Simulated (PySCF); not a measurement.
hexachlorodisilane (Cl6Si2), singlet, at a GFN2-xTB geometry; DF-HF/3-21G run with PySCF.

PySCF was given this input:
```python
from pyscf import gto, scf

mol = gto.M(
    atom='''
Cl    2.10500227   -0.48858342   -1.56076457
Si    1.15002808   -0.11759071    0.17786792
Cl    1.92269327    1.56678871    0.97681015
Cl    1.52221827   -1.64568561    1.44232616
Si   -1.15002808    0.11759071   -0.17786792
Cl   -1.52391777    1.66420617   -1.41909364
Cl   -1.91738160   -1.55604237   -1.00404894
Cl   -2.10861444    0.45931652    1.56477085
''',
    basis='3-21g',
    verbose=4,
)

mf = scf.RHF(mol)
mf.conv_tol = 1e-6
mf = mf.density_fit(auxbasis='def2-universal-jkfit')
mf.kernel()
```

The log (banner, timings and long lists left out):

```
PySCF version 2.14.0

[INPUT] verbose = 4
[INPUT] num. atoms = 8
[INPUT] num. electrons = 130
[INPUT] charge = 0
[INPUT] spin (= nelec alpha-beta = 2S) = 0
[INPUT] symmetry False subgroup None
[INPUT] Mole.unit = angstrom
[INPUT] Symbol           X                Y                Z      unit          X                Y                Z       unit  Magmom
[INPUT]  1 Cl     2.105002270000  -0.488583420000  -1.560764570000 AA    3.977877781888  -0.923288852803  -2.949417582225 Bohr   0.0
[INPUT]  2 Si     1.150028080000  -0.117590710000   0.177867920000 AA    2.173238106759  -0.222214236693   0.336121655146 Bohr   0.0
[INPUT]  3 Cl     1.922693270000   1.566788710000   0.976810150000 AA    3.633363701844   2.960801556961   1.845903659195 Bohr   0.0
[INPUT]  4 Cl     1.522218270000  -1.645685610000   1.442326160000 AA    2.876575632109  -3.109895090038   2.725601424696 Bohr   0.0
[INPUT]  5 Si    -1.150028080000   0.117590710000  -0.177867920000 AA   -2.173238106759   0.222214236693  -0.336121655146 Bohr   0.0
[INPUT]  6 Cl    -1.523917770000   1.664206170000  -1.419093640000 AA   -2.879787221658   3.144893876111  -2.681698324712 Bohr   0.0
[INPUT]  7 Cl    -1.917381600000  -1.556042370000  -1.004048940000 AA   -3.623326100280  -2.940493917519  -1.897377512260 Bohr   0.0
[INPUT]  8 Cl    -2.108614440000   0.459316520000   1.564770850000 AA   -3.984703793903   0.867982427288   2.956988354203 Bohr   0.0

nuclear repulsion = 1213.95045150844
number of shells = 56
number of NR pGTOs = 216
number of NR cGTOs = 104
basis = 3-21g
ecp = {}

******** <class 'pyscf.df.df_jk.DFRHF'> ********
method = DFRHF
initial guess = minao
damping factor = 0
level_shift factor = 0
DIIS = <class 'pyscf.scf.diis.CDIIS'>
diis_start_cycle = 1
diis_space = 8
diis_damp = 0
SCF conv_tol = 1e-06
SCF conv_tol_grad = None
SCF max_cycles = 50
direct_scf = False
Set gradient conv threshold to 0.001
Initial guess from minao.
******** <class 'pyscf.df.df.DF'> ********
auxbasis = def2-universal-jkfit
init E= -3318.21514222976
  HOMO = -0.310332880919814  LUMO = 0.043692533936456  gap/eV = 9.63352
cycle= 1 E= -3318.62110484927  delta_E= -0.406  |g|= 0.641  |ddm|= 3.33
  HOMO = -0.503772687154125  LUMO = -0.0515827648455249  gap/eV = 12.30471
cycle= 2 E= -3318.7623300565  delta_E= -0.141  |g|=  0.3  |ddm|= 2.07
  HOMO = -0.458443871663347  LUMO = 0.0412165460306248  gap/eV = 13.59645
cycle= 3 E= -3318.79339580438  delta_E= -0.0311  |g|= 0.0295  |ddm|= 0.68
  HOMO = -0.454487433437221  LUMO = 0.0483255085262327  gap/eV = 13.68224
cycle= 4 E= -3318.79401503105  delta_E= -0.000619  |g|= 0.00758  |ddm|= 0.0959
  HOMO = -0.456433730432035  LUMO = 0.0470087102437605  gap/eV = 13.69937
cycle= 5 E= -3318.79407233993  delta_E= -5.73e-05  |g|= 0.00154  |ddm|= 0.037
  HOMO = -0.456253967304126  LUMO = 0.0471155129605394  gap/eV = 13.69738
cycle= 6 E= -3318.79407497319  delta_E= -2.63e-06  |g|= 0.000247  |ddm|= 0.0106
  HOMO = -0.456197446958649  LUMO = 0.047180060471929  gap/eV = 13.69760
cycle= 7 E= -3318.79407502612  delta_E= -5.29e-08  |g|= 2.88e-05  |ddm|= 0.00145
  HOMO = -0.45619521208819  LUMO = 0.0471776739207496  gap/eV = 13.69747
Extra cycle  E= -3318.79407502668  delta_E= -5.58e-10  |g|= 9.34e-06  |ddm|= 0.0001
converged SCF energy = -3318.79407502668
```
